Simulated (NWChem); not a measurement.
System: CH₅Cl₂FSi₂; SMILES Cl[SiH](C[SiH2]F)Cl

Parts of the log:

```
             Northwest Computational Chemistry Package (NWChem) 7.3.0
             --------------------------------------------------------

 C1  symmetry detected

                             Geometry "geometry" -> ""
                             -------------------------

 Output coordinates in angstroms (scale by  1.889725989 to convert to a.u.)

  No.       Tag          Charge          X              Y              Z
 ---- ---------------- ---------- -------------- -------------- --------------
    1 Si                  14.0000     0.21490081    -2.21311215     0.00942955
    2 F                    9.0000    -0.74131118    -3.52602418     0.12444300
    3 C                    6.0000    -0.87551029    -0.69373958     0.13909484
    4 Si                  14.0000    -0.12262935     0.87871344    -0.49824723
    5 Cl                  17.0000    -1.15241446     2.51669953     0.21155708
    6 Cl                  17.0000     1.83594325     0.98838840     0.15914344
    7 H                    1.0000     1.19776348    -2.26783582     1.12200834
    8 H                    1.0000     0.89020344    -2.26900343    -1.31693342
    9 H                    1.0000    -1.80322801    -0.87658455    -0.43246247
   10 H                    1.0000    -1.16611923    -0.54913414     1.19346795
   11 H                    1.0000    -0.10554694     0.95430018    -1.97909763

 Effective nuclear repulsion energy (a.u.)     513.8285362576

                                 NWChem DFT Module
                                 -----------------

 Summary of "ao basis" -> "ao basis" (spherical)
 ------------------------------------------------------------------------------
       Tag                 Description            Shells   Functions and Types
 ---------------- ------------------------------  ------  ---------------------
 Si                        def2-tzvp                13       37   5s5p2d1f
 F                         def2-tzvp                11       31   5s3p2d1f
 C                         def2-tzvp                11       31   5s3p2d1f
 Cl                        def2-tzvp                13       37   5s5p2d1f
 H                         def2-tzvp                 4        6   3s1p

            General Information
            -------------------
          SCF calculation type: DFT
          Wavefunction type:  closed shell.
          No. of atoms     :    11
          No. of electrons :    82
           Alpha electrons :    41
            Beta electrons :    41
          Charge           :     0
          Spin multiplicity:     1
          Use of symmetry is: off; symmetry adaption is: off
          Maximum number of iterations: 150
          AO basis - number of functions:   240
                     number of shells:    94
          Convergence on energy requested:  1.00D-06
          Convergence on density requested:  1.00D-05
          Convergence on gradient requested:  5.00D-04

              XC Information
              --------------
                    Becke 1988 Exchange Functional  1.000
              Lee-Yang-Parr Correlation Functional  1.000

             Grid Information
             ----------------
          Grid used for XC integration:  medium
          Radial quadrature: Mura-Knowles
          Angular quadrature: Lebedev.
          Tag              B.-S. Rad. Rad. Pts. Rad. Cut. Ang. Pts.
          ---              ---------- --------- --------- ---------
          Si                  1.10       88          12.0       590
          F                   0.50       49          14.0       434
          C                   0.70       49          10.0       434
          Cl                  1.00       88          13.0       590
          H                   0.35       45          13.0       434
          Grid pruning is: on
          Number of quadrature shells:   675
          Spatial weights used:  Erf1

      Superposition of Atomic Density Guess
      -------------------------------------

 Sum of atomic energies:       -1636.21465078

      Non-variational initial energy
      ------------------------------

 Total energy =   -1638.187890
 1-e energy   =   -3287.865799
 2-e energy   =    1135.849372
 HOMO         =      -0.365389
 LUMO         =       0.029747

------------------------------------------------------------
EAF file 0: "./job.aoints.0" size=995622912 bytes
------------------------------------------------------------
               write      read    awrite     aread      wait
               -----      ----    ------     -----      ----
     calls:     1899         0         0         0         0
   data(b): 9.96e+08  0.00e+00  0.00e+00  0.00e+00
   time(s): 0.00e+00  0.00e+00  0.00e+00  0.00e+00  0.00e+00
rate(mb/s): 0.00e+00  0.00e+00
------------------------------------------------------------

     ---------------------------------------------
      Total Density - Mulliken Population Analysis
     ---------------------------------------------

    Atom       Charge   Shell Charges
 -----------   ------   -------------------------------------------------------
    1 Si  14    13.16   2.00  0.59  1.39  0.83  0.42  4.11  1.73  0.48  1.00  0.27  0.14  0.14  0.05
    2 F    9     9.53   0.77  1.20  0.61  1.02  0.31  2.38  2.36  0.88  0.00  0.01  0.00
    3 C    6     6.79   0.86  1.12  0.56  0.71  0.09  1.29  1.62  0.51  0.01  0.02  0.00
    4 Si  14    12.99   2.00  0.59  1.39  0.81  0.35  4.10  1.74  0.45  0.95  0.22  0.14  0.21  0.05
    5 Cl  17    17.39   2.01  0.45  1.52  1.11  0.84  4.19  1.69  1.11  2.96  1.50  0.00  0.02  0.00
    6 Cl  17    17.39   2.01  0.45  1.52  1.11  0.84  4.19  1.69  1.11  2.96  1.51  0.00  0.02  0.00
    7 H    1     1.06   0.23  0.54  0.28  0.01
    8 H    1     1.06   0.23  0.54  0.28  0.01
    9 H    1     0.80   0.23  0.42  0.12  0.02
   10 H    1     0.80   0.23  0.42  0.12  0.02
   11 H    1     1.04   0.23  0.54  0.27  0.01

   convergence    iter        energy       DeltaE   RMS-Dens  Diis-err
 ---------------- ----- ----------------- --------- --------- ---------
 d= 0,ls=0.0,diis     1  -1640.4483585098 -2.15D+03  5.80D-03  2.96D+00
 d= 0,ls=0.0,diis     2  -1640.2848274059  1.64D-01  4.85D-03  3.11D+00
 d= 0,ls=0.0,diis     3  -1640.4920163348 -2.07D-01  1.51D-03  1.15D+00
 d= 0,ls=0.0,diis     4  -1640.5815744604 -8.96D-02  5.69D-04  2.79D-02
 d= 0,ls=0.0,diis     5  -1640.5841583784 -2.58D-03  2.07D-04  8.76D-03
  Resetting Diis
 d= 0,ls=0.0,diis     6  -1640.5851604631 -1.00D-03  4.85D-05  2.74D-04
 d= 0,ls=0.0,diis     7  -1640.5851863218 -2.59D-05  3.32D-05  2.63D-05
 d= 0,ls=0.0,diis     8  -1640.5851786832  7.64D-06  2.00D-05  9.86D-05
 d= 0,ls=0.0,diis     9  -1640.5851894750 -1.08D-05  2.93D-06  1.32D-06
 d= 0,ls=0.0,diis    10  -1640.5851896039 -1.29D-07  5.32D-07  7.20D-08

         Total DFT energy =    -1640.585189603869
      One electron energy =    -3291.964421148321
           Coulomb energy =     1253.760624210056
    Exchange-Corr. energy =     -116.209928923194
 Nuclear repulsion energy =      513.828536257590

 Numeric. integr. density =       82.000009195970

                       DFT Final Molecular Orbital Analysis
                       ------------------------------------

 Vector   39  Occ=2.000000D+00  E=-2.921933D-01
              MO Center=  6.2D-01,  6.5D-01, -5.8D-03, r^2= 5.8D+00
   Bfn.  Coefficient  Atom+Function         Bfn.  Coefficient  Atom+Function
  ----- ------------  ---------------      ----- ------------  ---------------
   190      0.346996   6 Cl pz              193      0.228859   6 Cl pz
   153     -0.212906   5 Cl pz              187      0.170528   6 Cl pz
   152      0.163189   5 Cl py              188     -0.143030   6 Cl px
   156     -0.141762   5 Cl pz              181     -0.138642   6 Cl pz
   218      0.116743   8 H  s               155      0.111027   5 Cl py

 Vector   40  Occ=2.000000D+00  E=-2.861245D-01
              MO Center=  2.0D-01,  1.6D+00,  1.3D-01, r^2= 4.5D+00
   Bfn.  Coefficient  Atom+Function         Bfn.  Coefficient  Atom+Function
  ----- ------------  ---------------      ----- ------------  ---------------
   189     -0.349701   6 Cl py              151      0.342551   5 Cl px
   192     -0.231295   6 Cl py              154      0.226858   5 Cl px
   186     -0.171035   6 Cl py              148      0.168695   5 Cl px
   153      0.138598   5 Cl pz              180      0.139055   6 Cl py
   142     -0.136696   5 Cl px              188      0.103110   6 Cl px

 Vector   41  Occ=2.000000D+00  E=-2.759018D-01
              MO Center= -2.3D-01,  6.7D-01, -6.6D-02, r^2= 5.5D+00
   Bfn.  Coefficient  Atom+Function         Bfn.  Coefficient  Atom+Function
  ----- ------------  ---------------      ----- ------------  ---------------
    75      0.213844   3 C  py              153     -0.209016   5 Cl pz
   152      0.200882   5 Cl py              190     -0.195667   6 Cl pz
    78      0.167925   3 C  py              156     -0.142707   5 Cl pz
   155      0.136669   5 Cl py              237     -0.134530  11 H  s
   193     -0.132589   6 Cl pz              236     -0.128800  11 H  s

 Vector   42  Occ=0.000000D+00  E=-3.609460D-02
              MO Center=  3.8D-02, -5.1D-01, -1.7D-01, r^2= 6.8D+00
   Bfn.  Coefficient  Atom+Function         Bfn.  Coefficient  Atom+Function
  ----- ------------  ---------------      ----- ------------  ---------------
    19      0.612839   1 Si py              104     -0.521618   4 Si s
   103     -0.398727   4 Si s                73     -0.365507   3 C  s
     5      0.335455   1 Si s               141      0.285627   5 Cl s
   117      0.276157   4 Si px              155     -0.246078   5 Cl py
    80     -0.238017   3 C  px               18      0.233748   1 Si px

[...]
```

Level: BLYP/def2-TZVP. Structure relaxed at the PBE0/def2-SVP level.

### Question
Reconstruct the input file.

### Answer
One answer among several that fit: the input that was run:
```
start job
memory heap 200 mb stack 900 mb global 1100 mb
geometry units angstroms noautoz
  Si     0.232513    -2.261324    -0.113925
  F     -0.703818    -3.571555     0.126671
  C     -0.809814    -0.739611     0.221107
  Si    -0.156077     0.842463    -0.496746
  Cl    -1.044119     2.469863     0.403381
  Cl     1.883670     0.927909    -0.161591
  H      1.381246    -2.345164     0.824280
  H      0.684858    -2.291844    -1.532674
  H     -1.819001    -0.905301    -0.197054
  H     -0.925558    -0.616448     1.311291
  H     -0.377099     0.950080    -1.959104
end
basis spherical
  * library def2-tzvp
end
dft
  xc becke88 lyp
  iterations 150
  semidirect filesize 400000000
  mulliken
end
task dft energy
```
